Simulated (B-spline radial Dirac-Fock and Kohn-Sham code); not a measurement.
## Electron momentum distribution of Gd⁴⁸⁺: Compton profiles

System: the Gd⁴⁸⁺ ion, configuration [Ne] 3s2 3p4.

Input file task.json (cfg lists n, l and occupation; rrms is the nuclear radius in fm):

```json
{"items": [{
  "Z": 64,
  "q": 48,
  "cfg": [[1, 0, 2], [2, 0, 2], [2, 1, 6], [3, 0, 2], [3, 1, 4]],
  "A": 158,
  "rrms": 5.1569,
  "do": ["scatter"],
  "s": [0.0, 0.05, 0.1, 0.15, 0.2, 0.25, 0.3, 0.35, 0.4, 0.45, 0.5, 0.6, 0.7, 0.8, 0.9, 1.0, 1.1, 1.2, 1.4, 1.6, 1.8, 2.0, 2.5, 3.0, 3.5, 4.0, 5.0, 6.0],
  "pz": [0, 0.1, 0.2, 0.3, 0.4, 0.5, 0.6, 0.8, 1.0, 1.2, 1.4, 1.6, 1.8, 2.0, 2.5, 3.0, 4.0, 5.0, 7.0, 10.0, 15.0, 20.0, 30.0, 40.0, 60.0, 100.0],
  "hv_scatter": [1000, 5000, 8047.8, 10000, 100000, 200000, 500000, 1000000]
}]}
```

Command: `python xray_run.py task.json out`

These are calculated numbers from a radial atomic solver; the model is the impulse approximation on Dirac-Fock densities. pz is in atomic units of momentum; subshell profiles are per electron, for a selection of subshells; open shells are spread over both j values by their weights.

| pz | J total | J 2s1/2 | J 2p1/2 | J 3s1/2 | J 3p3/2 |
| --- | --- | --- | --- | --- | --- |
| 0 | 0.6199 | 0.0425 | 0.0211 | 0.0850 | 0.0526 |
| 0.5 | 0.6182 | 0.0425 | 0.0211 | 0.0843 | 0.0526 |
| 0.6 | 0.6175 | 0.0424 | 0.0211 | 0.0839 | 0.0526 |
| 0.8 | 0.6156 | 0.0423 | 0.0211 | 0.0831 | 0.0526 |
| 1 | 0.6131 | 0.0422 | 0.0211 | 0.0820 | 0.0526 |
| 1.2 | 0.6102 | 0.0421 | 0.0211 | 0.0807 | 0.0525 |
| 1.4 | 0.6067 | 0.0419 | 0.0211 | 0.0792 | 0.0525 |
| 1.6 | 0.6028 | 0.0417 | 0.0211 | 0.0775 | 0.0525 |
| 1.8 | 0.5983 | 0.0415 | 0.0211 | 0.0756 | 0.0524 |
| 2 | 0.5934 | 0.0413 | 0.0211 | 0.0736 | 0.0523 |
| 2.5 | 0.5791 | 0.0406 | 0.0211 | 0.0679 | 0.0519 |
| 3 | 0.5623 | 0.0398 | 0.0211 | 0.0615 | 0.0513 |
| 4 | 0.5224 | 0.0378 | 0.0210 | 0.0480 | 0.0491 |
| 5 | 0.4770 | 0.0354 | 0.0210 | 0.0353 | 0.0453 |
| 7 | 0.3829 | 0.0298 | 0.0206 | 0.0170 | 0.0340 |
| 10 | 0.2682 | 0.0208 | 0.0196 | 0.00818 | 0.0160 |
| 15 | 0.1659 | 0.00907 | 0.0161 | 0.00709 | 0.00350 |
| 20 | 0.1120 | 0.00334 | 0.0118 | 0.00344 | 0.00266 |
| 30 | 0.05076 | 0.00111 | 0.00494 | 0.000386 | 0.00160 |
| 40 | 0.02463 | 0.00105 | 0.00187 | 0.000267 | 0.000568 |
| 60 | 0.007654 | 0.000551 | 0.000302 | 0.000155 | 6.98e-05 |
| 100 | 0.001317 | 9.83e-05 | 1.95e-05 | 2.69e-05 | 2.80e-06 |

J(0) = 0.6199. The 3s1/2 subshell gives the largest part, 27 %.

Mean momentum ⟨p⟩ by subshell (a.u.): 1s1/2 62.7, 2s1/2 22.7, 2p1/2 30.0, 2p3/2 27.6, 3s1/2 12.7, 3p1/2 15.1, 3p3/2 14.4.
